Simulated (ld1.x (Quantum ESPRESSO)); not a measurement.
K: TM pseudisation with PBEsol, scalar-relativistic reference atom.

The input file (ld1.x (Quantum ESPRESSO) 7.5):

```
&input
   title='K', zed=19., rel=1, dft='PBESOL', iswitch=3,
   config='[Ar] 3d0.5 4s0.5 4p0',
   nld=3, rlderiv=4.55, eminld=-3.0, emaxld=5.0, deld=0.02
 /
 &inputp
   pseudotype=2, tm=.true., lloc=0,
   nlcc=.false.,
   file_pseudopw='K.UPF', file_wfcaegen='ae.wfc', file_wfcncgen='nc.wfc', file_beta='beta', file_chi='chi'
 /
3
3P  2  1   6.00   0.00  2.30  2.30  0.0
3D  3  2   0.50   0.00  4.20  4.20  0.0
4S  1  0   0.50   0.00  3.40  3.40  0.0
 &test
   configts(1)='3p6 3d0.5 4s0.5 4p0'
 /
```

Command:

```bash
ld1.x < K.in > K.out
```

The program printed (shortened: banner, matrices, multipoles, cross overlaps and the repeated all-electron block are left out):

```
Program LD1 v.7.5
     --------------------------- All-electron run ----------------------------

     K
     scalar relativistic calculation

     atomic number is 19.00
     dft =PBESOL   lsd =0 sic =0 latt =0  beta=0.20 tr2=1.0E-14
     Exchange-correlation= PBESOL
                           (   1   4  10   8   0   0   0)
     mesh =1165 r(mesh) = 100.03909 a.u. xmin = -7.00 dx = 0.01250
     1 Ry =  13.60569312 eV, c = 137.03599908

     n l     nl                  e(Ry)          e(Ha)          e(eV)
     1 0     1S 1( 2.00)      -258.5903      -129.2951     -3518.2996
     2 0     2S 1( 2.00)       -26.0121       -13.0060      -353.9122
     2 1     2P 1( 6.00)       -20.6498       -10.3249      -280.9548
     3 0     3S 1( 2.00)        -2.6679        -1.3339       -36.2981
     3 1     3P 1( 6.00)        -1.4572        -0.7286       -19.8261
     3 2     3D 1( 0.50)        -0.0284        -0.0142        -0.3861
     4 0     4S 1( 0.50)        -0.2069        -0.1034        -2.8147
     4 1     4P 1( 0.00)        -0.0921        -0.0461        -1.2532

     final scf error:  9.1E-15 reached in  53 iterations

     Etot =   -1202.481452 Ry,    -601.240726 Ha,  -16360.593622 eV

     Ekin =    1209.506074 Ry,     604.753037 Ha,   16456.168478 eV
     Encl =   -2862.082701 Ry,   -1431.041350 Ha,  -38940.618917 eV
     Eh   =     515.111623 Ry,     257.555812 Ha,    7008.450673 eV
     Exc  =     -65.016449 Ry,     -32.508225 Ha,    -884.593856 eV

     normalization and overlap integrals

     s(1S/1S) =  1.000000  <r> =   0.0811  <r2> =    0.0089  r(max) =   0.0533
     s(2S/2S) =  1.000000  <r> =   0.3881  <r2> =    0.1786  r(max) =   0.3184
     s(2P/2P) =  1.000000  <r> =   0.3508  <r2> =    0.1527  r(max) =   0.2640
     s(3S/3S) =  1.000000  <r> =   1.2696  <r2> =    1.8676  r(max) =   1.0839
     s(3P/3P) =  1.000000  <r> =   1.4337  <r2> =    2.4441  r(max) =   1.1538
     s(3D/3D) =  1.000000  <r> =   9.8654  <r2> =  124.4379  r(max) =   8.0090
     s(4S/4S) =  1.000000  <r> =   4.9208  <r2> =   28.1184  r(max) =   4.0272
     s(4P/4P) =  1.000000  <r> =   7.1930  <r2> =   60.5356  r(max) =   5.7867

     ------------------------ End of All-electron run ------------------------

     --------------------- Generating NC pseudopotential ---------------------

      Generating local pot.: lloc=0, matching radius rcloc =   3.4000

      Wfc   3P  rcut= 2.295  Using Troullier-Martins method

      Wfc   3D  rcut= 4.181  Using Troullier-Martins method

     ------------------- End of pseudopotential generation -------------------

     Computing logarithmic derivative in   4.53502
     Computing logarithmic derivative in   4.53502
     Computing the partial wave expansion
       no projector for channel:   0
     R is outside the sphere for l=    1 j= 0.00
     R is outside the sphere for l=    2 j= 0.00

     ---------------------- Testing the pseudopotential ----------------------

     K
     scalar relativistic calculation

     atomic number is 19.00   valence charge is  7.00
     dft =PBESOL   lsd =0 sic =0 latt =0  beta=0.20 tr2=1.0E-14
     mesh =1165 r(mesh) = 100.03909 xmin = -7.00 dx = 0.01250

     n l     nl             e AE (Ry)        e PS (Ry)    De AE-PS (Ry)
     2 1     3P   1( 6.00)       -1.45719       -1.45719        0.00000
     3 2     3D   1( 0.50)       -0.02838       -0.02838       -0.00000
     1 0     4S   1( 0.50)       -0.20688       -0.20688        0.00000
     3 1     4P   1( 0.00)       -0.09211       -0.08210       -0.01002  !

     eps = 4.7E-15  iter =146

     Etot =   -1202.481452 Ry,    -601.240726 Ha,  -16360.593622 eV
     Etotps =   -32.183376 Ry,     -16.091688 Ha,    -437.877143 eV

     Ekin =      16.971464 Ry,       8.485732 Ha,     230.908526 eV
     Encl =     -38.849917 Ry,     -19.424959 Ha,    -528.580053 eV
     Ehrt =      25.008810 Ry,      12.504405 Ha,     340.262197 eV
     Ecxc =      -5.590098 Ry,      -2.795049 Ha,     -76.057157 eV
     Epseu=     -29.723635 Ry,     -14.861817 Ha,    -404.410656 eV

     ---------------------- End of pseudopotential test ----------------------
```

Generation and configuration tests took about 2.9 s on one core of a shared server CPU.
